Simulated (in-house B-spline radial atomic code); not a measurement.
Values are calculated unless marked as measured or tabulated.
Making a Troullier-Martins s channel for P, r_c = 1.98 bohr

P, [Ne] 3s2 3p3, non-relativistic LDA (VWN5), spherical and spin-unpolarised, from a B-spline radial code for spherical atoms (atomic units). The all-electron 3s level is ε = -0.512363 hartree, its outermost node lies just inside 0.67 bohr and its outer maximum at 1.57 bohr.

Inside r_c the pseudo-orbital is u(r) = r^1 exp(p(r)), with p = c0 + c2 r² + c4 r⁴ + … + c12 r¹². The seven coefficients follow from p and its first four derivatives at r_c, from zero curvature of the screened potential at the origin, c4 = −c2²/(2l + 5), and from the norm inside r_c. At r_c the all-electron orbital has P = 0.7184207, P' = -0.297378, the screened potential V = -0.7642779, V' = 0.8488292, V'' = -1.288373, and the norm inside is Q = 0.6016084.

(1) What are p, p' and p'' at r_c?

For a trial c2 the five matching conditions are linear in c0, c6, c8, c10 and c12, and c2 is varied until the norm inside r_c equals Q. The root nearest zero gives:

```json
{"n": "0", "c_n": "-0.876997"}
{"n": "2", "c_n": "0.3563007"}
{"n": "4", "c_n": "-0.02539004"}
{"n": "6", "c_n": "-0.1010859"}
{"n": "8", "c_n": "0.03879497"}
{"n": "10", "c_n": "-0.005820258"}
{"n": "12", "c_n": "0.0003231705"}
```

(2) Check c4 and p(r_c), and find the screened pseudopotential at the origin.

Orbitals and screened potentials:

```
r (bohr)        P        u  V all-electron  V pseudo
   0.198  -0.1797  0.08353          -45.85    0.5532
   0.495  -0.2682   0.2241          -10.79     0.439
   0.792   0.2275      0.4           -4.69  -0.06866
   1.089   0.6029   0.6008           -2.57   -0.9613
   1.386   0.7681   0.7527          -1.613    -1.521
   1.683   0.7839   0.7826          -1.085    -1.206
    1.98   0.7184   0.7184         -0.7643   -0.7643
```

Logarithmic derivatives P'/P at R = 2.28 bohr, for energies E around ε:

| E − ε (hartree) | all-electron | pseudo |
| --- | --- | --- |
| -0.5 | 0.589981 | 0.584761 |
| -0.25 | 0.143467 | 0.140896 |
| -0.1 | -0.236797 | -0.237469 |
| 0 | -0.574702 | -0.574703 |
| 0.1 | -1.02594 | -1.02746 |
| 0.25 | -2.12085 | -2.14239 |
| 0.5 | -10.1695 | -11.4507 |

(3) With P(R) = 0.6182427 and a norm of 0.7364333 inside R, what slope in energy does norm conservation fix?

## Answers

(1) p = ln(P/r_c^1) = ln(0.7184207/1.98) = -1.01380. p' = P'/P − 1/r_c = -0.41393 − 0.50505 = -0.91898. The radial equation gives p'' = 2(V − ε) − 2(1) p'/r_c − p'² = -0.50383 − (-0.92827) − 0.84453 = -0.42009. Differentiating, p''' = 2V' + 2(1)p'/r_c² − 2(1)p''/r_c − 2p'p'' = 0.88106, and p'''' = 2V'' − 4(1)p'/r_c³ + 4(1)p''/r_c² − 2(1)p'''/r_c − 2p''² − 2p'p''' = -2.1554.

(2) −c2²/5 = -0.02539, as listed. The terms c_n r_c^n are -0.87700, 1.39684, -0.39023, -6.09090, 9.16425, -5.39007, 1.17331, which sum to -1.01380. Inverting the radial equation, V_l(r) = ε + 1 p'/r + (p'' + p'²)/2, so V_l(0) = ε + (2l + 3) c2 = -0.512363 + 3 × (0.356301) = 0.5565 hartree, finite where the all-electron potential diverges.

(3) d(P'/P)/dE = −2 × (norm inside R)/P(R)² = -3.8534 per hartree·bohr at E = ε, for both atoms, since orbital and norm agree at R. Differences over ±0.1 hartree give -3.9457 (all-electron) and -3.9500 (pseudo), which also hold third-order terms. Half a hartree below ε the two curves differ by -0.0052.
